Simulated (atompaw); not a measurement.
# Building the PAW (atompaw) potential for Al (LDA (PW92), scalar-relativistic).

The input file (atompaw 4.2.0.5):

```
Al 13
LDA-PW scalarrelativistic loggrid 1500 logderivrange -4 5 226
3 3 0 0 0 0
3 0 1
3 1 0
0 0 0
c
c
v
c
v
1
2.40 2.35 1.80 1.45
y
2.45
n
y
1.8
n
custom rrkj gramschmidtortho besselshape
bessel
2.40
2.40
2.40
2.30
PWSCFOUT
UPFDX 0.0125d0 UPFXMIN -7.d0 UPFZMESH 13.d0
END
```

Command:

```bash
atompaw < Al.input > Al.log
```

Output (summary file):

```
Completed calculations for Al (AE)

 Exchange-correlation type: LDA, Perdew-Wang correlation

 Radial integration grid is logarithmic
 r0 =   6.0512684E-04 h =   7.8666489E-03   n =      1500 rmax =   8.0000000E+01

 Scalar relativistic calculation

 AEatom converged in  20 iterations
   nz     =  13.00
   delta  =       9.155455772852E-17

 All Electron Orbital energies:
  n  l      occupancy      energy
  1  0      2.0000000E+00 -1.1212100E+02
  2  0      2.0000000E+00 -9.4192356E+00
  3  0      1.0000000E+00 -1.7587602E+00
  2  1      6.0000000E+00 -6.6427543E+00
  3  1      0.0000000E+00 -1.2778986E+00

 Total energy
   Total                    :     -481.67907475838490

 ---
 Completed calculations for Al (SC)

 Exchange-correlation type: LDA, Perdew-Wang correlation

 Radial integration grid is logarithmic
 r0 =   6.0512684E-04 h =   7.8666489E-03   n =      1500 rmax =   8.0000000E+01

 Scalar relativistic calculation

 SCatom converged in   1 iterations
   nz     =  13.00
   delta  =       4.106926878410E-19

 Valence Electron Orbital energies:
  n  l      occupancy      energy
   3  0      1.0000000E+00 -1.7587602E+00
   3  1      0.0000000E+00 -1.2778986E+00

 Total energy
   Total                    :     -481.67907475839019
   Valence                  :      -35.51536884588642

 PAW parameters:
       lmax =            1
         rc =    2.4136129251158902
        irc =         1055
   rc_shape =    2.3573045585510157
    rc_vloc =    1.8039415976196989
    rc_core =    1.4586263600289688
   Vloc: truncated form - Vps(r)=A.sin(qr)/r for r<rc
   Projector type: RRKJ pseudization + Gram-Schmidt ortho.
   Bessel compensation charge shape zeroed at   2.3573E+00

 Number of basis functions     4
 No.   n  nodes  l      Energy         Cp coeff         Occ
  1    3    2    0   -0.1758760E+01  0.1000000E+01  0.1000000E+01
  2  999    3    0    0.2450000E+01  0.3963477E+00  0.0000000E+00
  3    3    1    1   -0.1277899E+01  0.1000000E+01  0.0000000E+00
  4  999    2    1    0.1800000E+01  0.3077748E+00  0.0000000E+00

 Eigenvalues of overlap operator (in the basis of projectors):
    1        2.13805630E-01
    2        7.19986549E-01
    3        1.84114688E+00
    4        4.10252913E+00

 Orbital leakage outside PAW augmentation regions
   orb  is_core?  %out_of_sphere
   1 0    T           0.00
   2 0    T           0.01
   3 0    F          35.30
   2 1    T           0.03
   3 1    F          50.84

 Summary of PAW energies
   Total valence energy     :    -35.51537165835570
   Smooth energy            :      3.54047066272915
   One center               :    -39.05584232108485
   Smooth kinetic           :      0.62810767569200
   Vloc energy              :      0.30542831735405
   Smooth exch-corr         :     -1.86768436746840
   One-center xc            :    -32.16062691359054
```

The run took about 0.62 s on one core of a shared server CPU.
